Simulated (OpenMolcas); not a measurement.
Ionisation energies of iridium

```yaml
Program: OpenMolcas
Basis: ANO-RCC [11s10p8d6f4g2h]
Scalar_Hamiltonian: DKH2, point nucleus
Spin-orbit_coupling: RASSI with atomic mean-field integrals over the reference wave functions, term energies averaged over their components
```

Active shells in each charge state: the valence d shell, with orbitals averaged over the low states. Where CASPT2's correlated closed shells are named, they are those of the first ion.

A. CASSCF
B. SS-CASPT2, IPEA 0.25 Eh, imaginary shift 0.1 Eh (closed shells correlated: 5s 5p)
C. SS-CASPT2, IPEA 0.25 Eh, imaginary shift 0.1 Eh (closed shells correlated: 4f 5s 5p)
D. SS-CASPT2, IPEA 0.25 Eh, imaginary shift 0.1 Eh (closed shells correlated: none)
E. SS-CASPT2, IPEA 0 Eh, imaginary shift 0.1 Eh (closed shells correlated: 5s 5p)

Energies in eV between the lowest computed levels, named as in B; reference values from the NIST Atomic Spectra Database with their kind.

```
           From               To        A        B        C        D        E  Spin-orbit share in B              Reference
Ir2+ 5d⁷ ⁴F_9/2     Ir3+ 5d⁶ ⁵D₄   27.965   29.548   29.698   29.416   29.567                 +0.490   28.000 (theoretical)
   Ir3+ 5d⁶ ⁵D₄  Ir4+ 5d⁵ ⁶S_5/2   40.074   41.641   41.839   41.458   41.630                 +0.543   40.000 (theoretical)
Ir4+ 5d⁵ ⁶S_5/2     Ir5+ 5d⁴ ⁵D₀   57.497   58.358   58.643   58.084   58.427                 -0.964   57.000 (theoretical)
   Ir5+ 5d⁴ ⁵D₀  Ir6+ 5d³ ⁴F_3/2   72.088   72.981   73.313   72.598   73.036                 -0.422   72.000 (theoretical)
Ir6+ 5d³ ⁴F_3/2     Ir7+ 5d² ³F₂   87.823   88.594   88.967   88.095   88.649                 -0.517   89.000 (theoretical)
   Ir7+ 5d² ³F₂   Ir8+ 5d ²D_3/2  105.417  106.258  106.678  105.580  106.311                 +0.711  105.000 (theoretical)
```

The lowest level within the active space need not be the ion's true ground level.
